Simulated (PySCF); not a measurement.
Isomers of C5H8FNO, one GFN2-xTB conformer each. Single-point energies are computed at PBE0/pcSseg-1 (PySCF, gas phase, no added dispersion term), electronic only.

| SMILES | GFN2-xTB relative energy (kJ/mol) |
| --- | --- |
| C=C(F)NC(=O)CC | 0.0 |
| C=C[C@@H](F)C(=O)NC | 42.3 |
| [H]/N=C1/[C@@H](F)C[C@H]1OC | 122.1 |

Conformers: `[CH2:1]=[C:2]([F:3])[NH:4][C:5](=[O:6])[CH2:7][CH3:8]` with C1–C2–N4–C5 0°, C2–N4–C5–O6 0°, N4–C5–C7–C8 180°; `[CH2:1]=[CH:2][C@@H:3]([F:4])[C:5](=[O:6])[NH:7][CH3:8]` with C1–C2–C3–F4 -8°, C2–C3–C5–O6 76°, C3–C5–N7–C8 180°; `[H]/[N:8]=[C:7]1\[C@H:3]([O:2][CH3:1])[CH2:4][C@@H:5]1[F:6]` with C1–O2–C3–C4 -77°, O2–C3–C4–C5 -131°, C3–C4–C5–F6 133°, C4–C5–C7–N8 159°, O2–C3–C7–C5 135°.

Problem. What does PBE0/pcSseg-1 give for the same structures?

Solution. 
```tsv
SMILES	PBE0/pcSseg-1 E (Eh)	PBE0/pcSseg-1 (kJ/mol)	GFN2-xTB (kJ/mol)	point group
C=C(F)NC(=O)CC	-424.65078	0.0	0.0	Cs
C=C[C@@H](F)C(=O)NC	-424.64089	26.0	42.3	C1
[H]/N=C1/[C@@H](F)C[C@H]1OC	-424.58169	181.4	122.1	C1
```

Both levels put the same isomer lowest; measured from each level's own lowest isomer, the values differ by up to 59.3 kJ/mol ([H]/N=C1/[C@@H](F)C[C@H]1OC: 122.1 against 181.4). As drawn, the lowest has a C=O bond, a C(=O)–N unit and a C=C bond outside aromatic rings, which the highest lacks; the highest has a four-membered ring and a C=N bond, which the lowest lacks.

Problem. Which frontier levels, dipoles and rotational constants go with these structures?

Solution. 
```json
{"SMILES": "C=C(F)NC(=O)CC", "HOMO (eV, PBE0/pcSseg-1)": "-6.83", "LUMO (eV)": "-0.23", "dipole (D)": "3.08", "A, B, C (MHz)": "5254, 1066, 896.2"}
{"SMILES": "C=C[C@@H](F)C(=O)NC", "HOMO (eV, PBE0/pcSseg-1)": "-7.37", "LUMO (eV)": "-0.15", "dipole (D)": "2.47", "A, B, C (MHz)": "3340, 1342, 1227"}
{"SMILES": "[H]/N=C1/[C@@H](F)C[C@H]1OC", "HOMO (eV, PBE0/pcSseg-1)": "-7.43", "LUMO (eV)": "-0.75", "dipole (D)": "4.37", "A, B, C (MHz)": "3735, 1400, 1120"}
```

Problem. As an exercise, what shares would exp(−E/RT) give at 1000 K from these electronic energies alone (no entropy, no degeneracies)?

Solution. RT = 8.314 kJ/mol: C=C(F)NC(=O)CC 95.8 %, C=C[C@@H](F)C(=O)NC 4.2 %, [H]/N=C1/[C@@H](F)C[C@H]1OC under 0.1 %.
